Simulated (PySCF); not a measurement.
A GIAO shielding run with PySCF (density fitting, non-relativistic, gas phase) on SMILES CC/C(=C\C(=O)F)OC, C6H9FO2:

```
$ OMP_NUM_THREADS=1 python probes_run.py task.json out

{"job": {"kind": "nmr", "xc": "PBE0", "basis": "pcSseg-1"}, "charge": 0, "multiplicity": 1}
C      2.199227    -0.300943    -0.000859
C      1.157093    -0.373748    -1.120443
C     -0.227131    -0.185499    -0.571624
C     -0.818685     0.993038    -0.262611
C     -0.312059     2.326121    -0.417436
O     -0.860563     3.347254    -0.148798
F      0.959022     2.405561    -0.942962
O     -0.812091    -1.375310    -0.390778
C     -2.108270    -1.465197     0.162855
H      3.187387    -0.493694    -0.409065
H      2.201921     0.684135     0.456504
H      1.987999    -1.044193     0.764244
H      1.378191     0.378777    -1.874374
H      1.193338    -1.361980    -1.581863
H     -1.815651     1.004453     0.152802
H     -2.337317    -2.528648     0.201236
H     -2.843364    -0.956095    -0.465867
H     -2.137806    -1.047714     1.172621
```

Hardware: 1 thread of an Arm Neoverse N1, shared host. The job also computes population analyses, field gradients.

Q: How large is the calculation?

A: 70 electrons, 198 basis functions and 1023 auxiliary functions.

Q: How long does it take, and how much memory does it need?

A: 65 s of wall time, with 16 SCF cycles and 5 response iterations; peak memory 0.91 GiB. Times on a shared host scatter by some tens of per cent.
